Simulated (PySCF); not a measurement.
## Electric field gradients and quadrupole coupling constants

Species: C5H3F3O.
Structure used (GFN2-xTB), in Å, numbered top down from 1:
```
atom  x, y, z in Å
F1    -1.4354    2.3765   -0.6074
C2    -0.7184    1.3003   -0.2977
C3    -1.2425    0.0798   -0.2540
C4    -0.4081   -1.0793    0.1870
F5    -0.7414   -1.4101    1.5102
C6     1.0307   -0.6705    0.1276
F7     1.9407   -1.6565    0.2014
C8     1.4319    0.5947    0.0264
O9     0.5711    1.6329   -0.1228
H10   -2.2915   -0.0698   -0.4376
H11   -0.6020   -1.9985   -0.3801
H12    2.4660    0.8999    0.0209
```

Field gradients from the PBE0/pcSseg-1 density (PySCF, non-relativistic), principal values in atomic units, ordered |Vxx| ≤ |Vyy| ≤ |Vzz|:

```json
{"atom": "O9", "Vxx": "-0.4195", "Vyy": "-1.3083", "Vzz": "1.7278"}
```

Task: Find the asymmetry η = (Vxx − Vyy)/Vzz and the couplings χ = eQV/h (234.96 MHz × Q in barn × V in au), with Q(17O) = −0.0256 b.

Result: 
```tsv
atom	environment	nucleus	η	χzz (MHz)	χxx (MHz)	χyy (MHz)
O9	cyclic ether oxygen	17O	0.51	-10.39	2.52	7.87
```

The tensor is traceless: Vxx + Vyy + Vzz = 0.

Task: What is Vzz at O9 in SI units (1 au = 9.71736 × 10²¹ V/m²)?

Result: 1.7278 au = 16.789 × 10²¹ V/m².

Task: And the gradient at the other heavy atoms, for which no coupling is worked out here?

Result: 
```json
{"atom": "F1", "environment": "vinyl fluorine", "Vzz (au)": "3.017", "η": "0.10"}
{"atom": "C2", "environment": "vinylic C–F carbon", "Vzz (au)": "0.357", "η": "0.52"}
{"atom": "C3", "environment": "alkene CH carbon", "Vzz (au)": "-0.058", "η": "0.88"}
{"atom": "C4", "environment": "sp3 C–F carbon", "Vzz (au)": "0.481", "η": "0.28"}
{"atom": "F5", "environment": "alkyl fluorine", "Vzz (au)": "3.039", "η": "0.08"}
{"atom": "C6", "environment": "vinylic C–F carbon", "Vzz (au)": "0.415", "η": "0.74"}
{"atom": "F7", "environment": "vinyl fluorine", "Vzz (au)": "3.069", "η": "0.08"}
{"atom": "C8", "environment": "vinylic carbon bearing oxygen", "Vzz (au)": "-0.331", "η": "0.94"}
```

Were the hydrogens deuterons (Q(2H) = 0.00286 b), χzz would run from 188 kHz (H11) to 226 kHz (H10).

The structure is a single GFN2-xTB conformer in the gas phase; no vibrational or solvent corrections. GFN2-xTB bond lengths can be off by several hundredths of an ångström, more for odd bonds, and the gradients follow them. With so small a basis the couplings can be 20 % off.

These values come from a run that also computed NMR shieldings. Rough CPU time on one thread of a shared machine: about 70 s (with the writing of density and orbital grids).
